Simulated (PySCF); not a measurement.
A series of related molecules.

All values: B3LYP/def2-SVPD (PySCF) at GFN2-xTB geometries, gas phase, one conformer each. Core orbitals are frozen in the response; Δα² is half the sum of the squared differences of the principal polarisabilities.

Question: Rank by mean static polarisability, lowest first.
A. `CCC#P`
B. `C(#P)NC(C)(C)C`
C. `C[SiH2]C#P`
D. `CCCCC#P`
E. `P#CC1CCCC1`
F. `CP(C)C#P`

Answer: A (9.21 Å³), C (11.42 Å³), D (12.76 Å³), F (13.63 Å³), E (14.01 Å³), B (14.34 Å³).

Question: Rank by HOMO energy, highest first.
A. `CCC#P`
B. `P#CC1CCCC1`
C. `CC(NC#P)(C)C`
D. `C=CC#P`
E. `C([C@@H](C)F)#P`
F. `CP(C#P)C`

Answer: C (-5.71 eV), F (-6.43 eV), D (-6.77 eV), B (-6.98 eV), A (-7.15 eV), E (-7.58 eV).

Question: Rank by HOMO–LUMO gap, highest first.
A. `P#CC1CCCC1`
B. `CC(C)(C)NC#P`
C. `[C@@H](C#P)(F)C`

Answer: A (5.96 eV), C (5.70 eV), B (4.66 eV).

All values together:

```json
{"SMILES": "P#CC1CCCC1", "change": "parent", "formula": "C6H9P", "μ (D)": "1.95", "HOMO (eV)": "-6.98", "LUMO (eV)": "-1.02", "α (Å³)": "14.01", "Δα (Å³)": "7.57", "electrons": "60", "α per electron (Å³)": "0.233"}
{"SMILES": "C=CC#P", "change": "cPent replaced by vinyl", "formula": "C3H3P", "μ (D)": "1.25", "HOMO (eV)": "-6.77", "LUMO (eV)": "-2.18", "α (Å³)": "9.81", "Δα (Å³)": "9.24", "electrons": "36", "α per electron (Å³)": "0.272"}
{"SMILES": "CCC#P", "change": "cPent replaced by C2H5", "formula": "C3H5P", "μ (D)": "1.61", "HOMO (eV)": "-7.15", "LUMO (eV)": "-1.10", "α (Å³)": "9.21", "Δα (Å³)": "5.64", "electrons": "38", "α per electron (Å³)": "0.242"}
{"SMILES": "CP(C)C#P", "change": "cPent replaced by PMe2", "formula": "C3H6P2", "μ (D)": "1.57", "HOMO (eV)": "-6.43", "LUMO (eV)": "-1.71", "α (Å³)": "13.63", "Δα (Å³)": "8.05", "electrons": "54", "α per electron (Å³)": "0.252"}
{"SMILES": "CCCCC#P", "change": "cPent replaced by nBu", "formula": "C5H9P", "μ (D)": "1.57", "HOMO (eV)": "-7.11", "LUMO (eV)": "-1.12", "α (Å³)": "12.76", "Δα (Å³)": "5.62", "electrons": "54", "α per electron (Å³)": "0.236"}
{"SMILES": "C[C@@H](F)C#P", "change": "cPent replaced by CH(CH3)F", "formula": "C3H4FP", "μ (D)": "1.87", "HOMO (eV)": "-7.58", "LUMO (eV)": "-1.88", "α (Å³)": "9.24", "Δα (Å³)": "5.38", "electrons": "46", "α per electron (Å³)": "0.201"}
{"SMILES": "C[SiH2]C#P", "change": "cPent replaced by SiH2CH3", "formula": "C2H5PSi", "μ (D)": "0.83", "HOMO (eV)": "-7.55", "LUMO (eV)": "-1.79", "α (Å³)": "11.42", "Δα (Å³)": "6.54", "electrons": "46", "α per electron (Å³)": "0.248"}
{"SMILES": "CC(C)(C)NC#P", "change": "cPent replaced by NHtBu", "formula": "C5H10NP", "μ (D)": "3.34", "HOMO (eV)": "-5.71", "LUMO (eV)": "-1.05", "α (Å³)": "14.34", "Δα (Å³)": "7.56", "electrons": "62", "α per electron (Å³)": "0.231"}
```

Conformers: `[P:1]#[C:2][CH:3]1[CH2:4][CH2:5][CH2:6][CH2:7]1` with C2–C3–C4–C5 137°, C3–C4–C5–C6 12°, C4–C5–C6–C7 -34°, C5–C6–C7–C3 43°; `[CH3:1][CH2:2][CH2:3][CH2:4][C:5]#[P:6]` with C1–C2–C3–C4 179°, C2–C3–C4–C5 -64°.

Question: Give the shifts from the parent, `P#CC1CCCC1`.

Answer: 
```json
{"SMILES": "C=CC#P", "change in μ (D)": "-0.70", "change in HOMO (eV)": "+0.21", "change in LUMO (eV)": "-1.16", "change in mean α (Å³)": "-4.20"}
{"SMILES": "CCC#P", "change in μ (D)": "-0.34", "change in HOMO (eV)": "-0.17", "change in LUMO (eV)": "-0.08", "change in mean α (Å³)": "-4.80"}
{"SMILES": "CP(C)C#P", "change in μ (D)": "-0.38", "change in HOMO (eV)": "+0.55", "change in LUMO (eV)": "-0.69", "change in mean α (Å³)": "-0.38"}
{"SMILES": "CCCCC#P", "change in μ (D)": "-0.38", "change in HOMO (eV)": "-0.13", "change in LUMO (eV)": "-0.10", "change in mean α (Å³)": "-1.25"}
{"SMILES": "C[C@@H](F)C#P", "change in μ (D)": "-0.08", "change in HOMO (eV)": "-0.60", "change in LUMO (eV)": "-0.86", "change in mean α (Å³)": "-4.77"}
{"SMILES": "C[SiH2]C#P", "change in μ (D)": "-1.12", "change in HOMO (eV)": "-0.57", "change in LUMO (eV)": "-0.77", "change in mean α (Å³)": "-2.59"}
{"SMILES": "CC(C)(C)NC#P", "change in μ (D)": "+1.39", "change in HOMO (eV)": "+1.27", "change in LUMO (eV)": "-0.03", "change in mean α (Å³)": "+0.33"}
```

Question: How closely does the mean polarisability follow the number of electrons in this set?

Answer: The correlation coefficient is 0.92; α per electron runs from 0.201 to 0.272 Å³.
